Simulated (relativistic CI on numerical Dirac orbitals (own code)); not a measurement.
## Os⁷³⁺: sensitivity of the levels to the model

Base calculation: Dirac-Coulomb-Breit CI, KLI orbitals optimised for each configuration, QED by a radiative potential, unscaled Slater integrals.

Configuration list (outside the closed core 1s2): 2s, 2p, 3s, 3p, 3d, 4s, 4p, 4d, 4f, 5s, 5p, 5d, 5f, 5g. Levels of other configurations are missing.

The lowest level and the first level of each name with at least 55 % of one term (blank where a level has no safe partner in the second run):

```tsv
Level	Base (eV)	Shift (eV)
2s 2S_1/2	0.0	0.0
2p 2P°_1/2	203.2	-60.9
2p 2P°_3/2	1901.5	-1759.1
3s 2S_1/2	11857.4	-1363.6
3p 2P°_1/2	11912.0	-1378.3
3p 2P°_3/2	12418.6	-1884.9
3d 2D_3/2	12430.8	-1880.1
3d 2D_5/2	12572.3	-2021.6
4s 2S_1/2	15912.5	-1763.2
4p 2P°_1/2	15934.5	-1768.7
4p 2P°_3/2	16146.7	-1980.9
4d 2D_3/2	16151.9	-1979.1
4d 2D_5/2	16211.9	-2039.1
4f 2F°_5/2	16212.1	-2038.9
```

At this charge energies of transitions that change n are usually good to better than 1 %, and those within a shell (Δn = 0) to a few per cent.

(1) One thing was changed in a second run, which moved the levels as shown. Which?
A. configuration mixing switched off
B. non-relativistic limit
C. Breit term removed
D. P86 correlation estimate
E. one mean potential for all configurations
F. QED terms removed

## Answers

(1) B. Non-relativistic limit. Without relativity the fine structure collapses and s electrons lose their extra binding.
